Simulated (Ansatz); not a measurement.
System: sum formula H$_{3}$SiO$_{2}$, charge -1, multiplicity 1. It need not be the lowest isomer of its formula. Whether it binds its extra electron was not tested at this geometry. 
Geometry from a B3LYP-D3(BJ)/def2-TZVP (Ansatz, a quantum-chemistry and plane-wave program) optimisation:
```
Si
O 1 1.7555
H 2 0.9626 1 112.34
O 1 1.7555 2 102.56 3 61.97
H 4 0.9626 1 112.34 2 -61.97
H 1 1.5881 2 95.56 3 -35.00
```
Charge -1, spin multiplicity 1.

Basis-set convergence of Hartree-Fock and CCSD correlation energies (hartree) with Ansatz. Correlated levels leave the core frozen unless marked. No spin-orbit coupling. Non-relativistic.

```json
[
 {"basis": "aug-cc-pV(D+d)Z", "functions": "105", "E(HF)": "-440.48362", "E(corr, CCSD)": "-0.55185"},
 {"basis": "aug-cc-pV(T+d)Z", "functions": "216", "E(HF)": "-440.53661", "E(corr, CCSD)": "-0.65726"},
 {"basis": "aug-cc-pV(Q+d)Z", "functions": "387", "E(HF)": "-440.55004", "E(corr, CCSD)": "-0.69249"}
]
```

Extrapolating the two largest sets (X = 3 and 4) as X^-3: E(corr) = (64·(-0.69249) - 27·(-0.65726))/37 = -0.7182 Eh, an estimate of the basis-set limit. The largest set recovers 96.4 % of it, the smallest 76.8 %.
